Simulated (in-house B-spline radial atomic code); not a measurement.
RPA correlation on LDA exchange-only: Cd2+

Configuration [Kr] 4d10, mean-field start LDA exchange-only. Computed with a B-spline radial code for spherical atoms: all electrons, scalar-relativistic (spin-free one-electron X2C), finite nucleus, each spin shell either full or empty, empty states to l = 9 with an (l + 1/2)⁻⁴ tail; G0W0 by contour deformation at full frequency.

The highest G0W0 level has too low a weight to be given.

Command:
```bash
python run_gw.py task.json out
```
Settings (radii: box in bohr, nucleus in fm):
```
Z                        48
electrons                46
configuration            [Kr] 4d10
hamiltonian              x2c
method                   lda,
lmax                     9
rms_radius               4.6087
spin_polarised           False
box_radius               17.55
intervals                69
```

Run time, properties included: 2 s on 1 thread of AMD EPYC 9R45 96-Core Processor (shared host).

Energies (hartree):

```csv
term,value
mean-field total,-5582.90247
Hartree-Fock functional on these orbitals,-5590.49297
direct second order,-4.1564
second-order exchange,1.1489
SOSEX correction,1.065
```

**Question.** What is the RPA correlation energy, and what remains with SOSEX?

**Answer.** RPA gives -3.6255 hartree (-2.14 eV per electron); RPA + SOSEX gives -2.5606, and the second-order doubles -3.0075 hartree (no singles). RPA lacks exchange-type terms and so overcorrelates at short range.
